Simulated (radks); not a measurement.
Values are calculated unless marked as measured or tabulated.
All-electron atom: the thulium ion Tm4+ in [Kr] 4d10 4f12 5s1 5p6 (not the ground configuration). Code: a radial shooting solver on a logarithmic mesh with Libxc functionals. Model: Dirac Kohn-Sham, BP86, spin-unpolarised, spherical densities, finite nucleus; open shells fill j = l - 1/2 first; Fermi nuclear charge, rms radius 5.2256 fm. Some entries of the table are withheld. Estimate them.

orbital,occ.,eigenvalue (eV),<r> (bohr),<1/r> (bohr^-1)
1s1/2,2,-59262.43,0.02001,79.07
2s1/2,2,-10035.42,0.08430,19.05
2p1/2,2,-9569.308,0.07007,19.03
2p3/2,4,-8588.764,0.07746,16.42
3s1/2,2,-2295.258,0.2205,6.979
3p1/2,2,-2089.761,0.2103,6.896
3p3/2,4,-1882.739,0.2241,6.228
3d3/2,4,-1531.513,0.1973,6.114
3d5/2,6,-1486.275,0.2016,5.952
4s1/2,2,-493.3296,0.4975,2.921
4p1/2,2,-410.6133,(1),2.812
4p3/2,4,-363.8168,(2),2.581
4d3/2,4,-227.5469,0.5638,(3)
4d5/2,6,-219.0138,0.5750,(4)
5s1/2,1,-100.2430,1.191,1.123
5p1/2,2,-76.6331,1.312,1.006
5p3/2,4,-69.9465,1.398,0.9318
4f5/2,6,-53.7607,0.7266,1.781
4f7/2,6,-52.4665,0.7379,1.756

Answer. 
(1) 4p1/2 <r> (bohr): 0.5058
(2) 4p3/2 <r> (bohr): 0.5376
(3) 4d3/2 <1/r> (bohr^-1): 2.360
(4) 4d5/2 <1/r> (bohr^-1): 2.304
